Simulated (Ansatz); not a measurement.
Basis sets compared for the cluster GaSb2⁻ (the lowest singlet isomer of a short search). Charge -1, multiplicity 1. Geometry B3LYP-D4/def2-TZVPD. Ansatz on 4 threads of Intel Xeon on a shared host; times are rough, and most runs start from earlier orbitals.

Cartesian coordinates in Å:
```
Ga 1.317 0.954 0.303
Sb 0.145 -1.439 -0.618
Sb -1.463 0.485 0.315
```

In the def2 sets Sb takes a core potential; there is no spin–orbit coupling. At PBE-D4/def2-SVPD, PBE-D4/def2-TZVPD the highest occupied level of the charge -1 singlet lies above zero (up to 0.30 eV). By energy differences its removal costs 2.16 eV (vertical, to the charge 0 doublet, at PBE0-D4/def2-TZVPD). The structure comes from a short search, and lower isomers may exist.

```json
{"level": "PBE-D4/def2-SVPD", "functions": "102", "energy (Eh)": "-2404.9337", "HOMO (eV)": "0.30", "LUMO (eV)": "0.86", "wall time": "0.75 s"}
{"level": "PBE0-D4/def2-SVPD", "functions": "102", "energy (Eh)": "-2404.9857", "HOMO (eV)": "-0.50", "LUMO (eV)": "1.44", "wall time": "1.4 s"}
```

**Question.** Estimate the rows for PBE-D4/def2-TZVPD, PBE0-D4/def2-TZVPD (with forces).

**Answer.** 
```tsv
level	functions	energy (Eh)	HOMO (eV)	LUMO (eV)	wall time
PBE-D4/def2-TZVPD	166	-2405.1958	0.18	0.75	1.2 s
PBE0-D4/def2-TZVPD (with forces)	166	-2405.2458	-0.60	1.34	2.9 s
```
